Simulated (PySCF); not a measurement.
# Two-component Hartree-Fock for Pd³³⁺ (palladium, charge +33)

Start: [Ne] 3s2 3p1; 3p1/2 filled at m_j = +1/2. Calculated with PySCF 2.14 in an uncontracted even-tempered set (19 s from 5.9 bohr⁻², ratio 2.4; 13 p from 7.6 bohr⁻², ratio 2.4; 4 d from 27 bohr⁻², ratio 2.6; 4 f from 40 bohr⁻², ratio 2.6): generalised Hartree-Fock with the X2C-1e Hamiltonian and a Gaussian nucleus; one run each with spin-orbit coupling (SO) switched off, then screened by Boettger's factors.

```
spinor shell  electrons  ε, spin-free (eV)  ε, screened SO (eV)  weight of nominal j (screened SO)  rms radius, screened SO (bohr)
       1s1/2          2           -26341.5             -26338.6                              1.000                          0.0365
       2s1/2          2            -5424.4              -5423.1                              1.000                           0.147
       2p1/2          2            -5052.4              -5167.9                              1.000                           0.127
       2p3/2          4            -5052.4              -4997.5                              1.000                           0.132
       3s1/2          2            -2108.9              -2108.3                              1.000                           0.356
       3p1/2          1            -2008.3              -2035.7                              1.000                           0.341
```

```tsv
quantity	spin-free	screened SO
E (hartree)	-4176.14746	-4177.87437
M_J	1/2	1/2
⟨J²⟩	1.094	0.751
⟨L²⟩	2.004	2.007
⟨S²⟩	0.751	0.755
```

Each row is a mean over spinors that exchange with the open shell spreads, by up to 10.618 eV (2p1/2).

Breit and QED terms are absent; they matter most for the inner s and p1/2 levels.

Densities and radii are taken from the X2C orbitals without a picture-change correction, which distorts them close to the nucleus.

Without spin-orbit coupling the j labels of p, d and f shells carry no meaning; the spin-free column gives the mean over the occupied spinors of each nl shell, and its ⟨J²⟩ belongs to a mixture of degenerate components.
